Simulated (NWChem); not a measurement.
System: CH$_{6}$SiTe; SMILES [Te]([SiH3])C

The following NWChem deck was run.

```
start job
memory heap 200 mb stack 900 mb global 1100 mb
geometry units angstroms noautoz
  Te    -0.336773     0.487916     0.024097
  C      1.766051     1.008397    -0.005750
  H      2.234356     0.625255    -0.920565
  H      2.264045     0.608467     0.885929
  H      1.817596     2.104882     0.003726
  Si     0.082770    -1.972554     0.006641
  H      0.869329    -2.399160     1.204470
  H      0.829958    -2.389224    -1.219543
  H     -1.256903    -2.631001     0.025634
end
basis spherical
  Te library def2-svp
  C library def2-svp
  H library def2-svp
  Si library def2-svp
end
ecp
  Te library def2-ecp
end
dft
  xc b3lyp
  iterations 150
  mulliken
end
task dft energy
```

Output (shortened):

```
             Northwest Computational Chemistry Package (NWChem) 7.3.0
             --------------------------------------------------------

 C1  symmetry detected

                             Geometry "geometry" -> ""
                             -------------------------

 Output coordinates in angstroms (scale by  1.889725989 to convert to a.u.)

  No.       Tag          Charge          X              Y              Z
 ---- ---------------- ---------- -------------- -------------- --------------
    1 Te                  52.0000    -0.36142839     0.48286884    -0.00000760
    2 C                    6.0000     1.72844930     1.05389539    -0.00003371
    3 H                    1.0000     2.21988039     0.67842221    -0.90585335
    4 H                    1.0000     2.22215311     0.66979202     0.90094055
    5 H                    1.0000     1.75339788     2.15133562     0.00531017
    6 Si                  14.0000     0.11751841    -1.96679310    -0.00000845
    7 H                    1.0000     0.89559936    -2.36932984     1.21160876
    8 H                    1.0000     0.89331971    -2.37032519    -1.21274304
    9 H                    1.0000    -1.20602787    -2.65734364     0.00145252

 Effective nuclear repulsion energy (a.u.)     333.2286368948

                                 NWChem DFT Module
                                 -----------------

 Summary of "ao basis" -> "ao basis" (spherical)
 ------------------------------------------------------------------------------
       Tag                 Description            Shells   Functions and Types
 ---------------- ------------------------------  ------  ---------------------
 Te                         def2-svp                10       26   4s4p2d
 C                          def2-svp                 6       14   3s2p1d
 H                          def2-svp                 3        5   2s1p
 Si                         def2-svp                 8       18   4s3p1d

            General Information
            -------------------
          SCF calculation type: DFT
          Wavefunction type:  closed shell.
          No. of atoms     :     9
          No. of electrons :    50
           Alpha electrons :    25
            Beta electrons :    25
          Charge           :     0
          Spin multiplicity:     1
          Use of symmetry is: off; symmetry adaption is: off
          Maximum number of iterations: 150
          AO basis - number of functions:    88
                     number of shells:    42
          Convergence on energy requested:  1.00D-06
          Convergence on density requested:  1.00D-05
          Convergence on gradient requested:  5.00D-04

              XC Information
              --------------
                         B3LYP Method XC Potential
                     Hartree-Fock (Exact) Exchange  0.200
                        Slater Exchange Functional  0.800 local
                    Becke 1988 Exchange Functional  0.720 non-local
              Lee-Yang-Parr Correlation Functional  0.810
                  VWN I RPA Correlation Functional  0.190 local

             Grid Information
             ----------------
          Grid used for XC integration:  medium
          Radial quadrature: Mura-Knowles
          Angular quadrature: Lebedev.
          Tag              B.-S. Rad. Rad. Pts. Rad. Cut. Ang. Pts.
          ---              ---------- --------- --------- ---------
          Te                  1.40      123          10.0       590
          C                   0.70       49          12.0       434
          H                   0.35       45          13.0       434
          Si                  1.10       88          11.0       590
          Grid pruning is: on
          Number of quadrature shells:   530
          Spatial weights used:  Erf1

      Superposition of Atomic Density Guess
      -------------------------------------

 Sum of atomic energies:        -640.58274732

      Non-variational initial energy
      ------------------------------

 Total energy =    -597.372886
 1-e energy   =   -1277.743840
 2-e energy   =     501.006952
 HOMO         =      -0.239506
 LUMO         =       0.002380

     ---------------------------------------------
      Total Density - Mulliken Population Analysis
     ---------------------------------------------

    Atom       Charge   Shell Charges
 -----------   ------   -------------------------------------------------------
    1 Te  24    24.20   1.77  0.27  1.19  0.65  2.88  3.16  2.14  2.07  9.84  0.22
    2 C    6     6.36   1.99  0.94  0.31  1.94  1.17  0.02
    3 H    1     0.88   0.67  0.18  0.03
    4 H    1     0.88   0.67  0.18  0.03
    5 H    1     0.88   0.66  0.18  0.03
    6 Si  14    13.62   2.00  1.99  1.00  0.29  5.94  1.08  1.20  0.11
    7 H    1     1.07   0.69  0.36  0.01
    8 H    1     1.07   0.69  0.36  0.01
    9 H    1     1.06   0.69  0.36  0.01

   convergence    iter        energy       DeltaE   RMS-Dens  Diis-err
 ---------------- ----- ----------------- --------- --------- ---------
 d= 0,ls=0.0,diis     1   -599.1862226242 -7.79D+02  8.48D-03  2.11D-01
 d= 0,ls=0.0,diis     2   -599.2033903659 -1.72D-02  4.79D-03  7.55D-02
 d= 0,ls=0.0,diis     3   -599.2132651814 -9.87D-03  1.78D-03  2.66D-02
 d= 0,ls=0.0,diis     4   -599.2177017778 -4.44D-03  3.95D-04  1.09D-03
 d= 0,ls=0.0,diis     5   -599.2178705375 -1.69D-04  1.07D-04  5.60D-05
  Resetting Diis
 d= 0,ls=0.0,diis     6   -599.2178787871 -8.25D-06  3.69D-05  7.60D-06
 d= 0,ls=0.0,diis     7   -599.2178799455 -1.16D-06  9.24D-06  1.02D-07
 d= 0,ls=0.0,diis     8   -599.2178799486 -3.14D-09  4.79D-06  9.81D-08

         Total DFT energy =     -599.217879948593
      One electron energy =    -1280.493901216533
           Coulomb energy =      551.344134245247
    Exchange-Corr. energy =      -49.432113984309
 Nuclear repulsion energy =      179.364001007002

 Numeric. integr. density =       50.000017985396

[...]
```

Level: B3LYP/def2-SVP with def2 effective core potentials on Te. Geometry: optimised at PBE0/def2-SVP. def2 effective core potentials on Te; no spin-orbit coupling.
